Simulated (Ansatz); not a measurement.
[MoOS3]2- (MoS3O²⁻), relaxed as a singlet with RKS PBE-D4/def2-SVPD in Ansatz, starting from the GFN2-xTB (ALPB water) geometry. Force threshold 0.02 eV/Å.

In the def2 sets Mo takes a core potential; there is no spin–orbit coupling. A multiply charged anion in the gas phase is held together partly by the finite basis. The highest occupied level of the charge -2 singlet lies above zero (up to 3.01 eV). The electron is either unbound and held by the finite basis, or the level is raised by self-interaction error. The relaxation made no stability test and no search for a lower SCF solution.

Start:

Cartesian coordinates in Å:
```
Mo -0.0415 0.1240 0.0289
O -0.5596 1.6765 0.3937
S -1.5861 -1.3527 0.5263
S 1.7701 -0.3804 1.1595
S 0.4171 -0.0674 -2.1084
```

```csv
step,energy (eV),largest force component (eV/Å),SCF passes
1,-36389.3528,3.167,35
2,-36389.5496,0.359,29
3,-36389.5649,0.265,24
4,-36389.5659,0.017,24
```

Force components are those of the run's own axes.

End:

```csv
atom,x (Å),y (Å),z (Å)
Mo1,-0.023,0.070,0.016
O2,-0.559,1.676,0.393
S3,-1.664,-1.365,0.558
S4,1.827,-0.354,1.216
S5,0.420,-0.027,-2.183
```

By distances, no bond broke or formed. The bond that changes most is Mo1–O2, from 1.68 to 1.73 Å (atoms count from 1).

No frequencies were taken in this run, so the end may be a saddle point.

It took 6 s on 4 threads of Arm Neoverse V1 on a shared host.
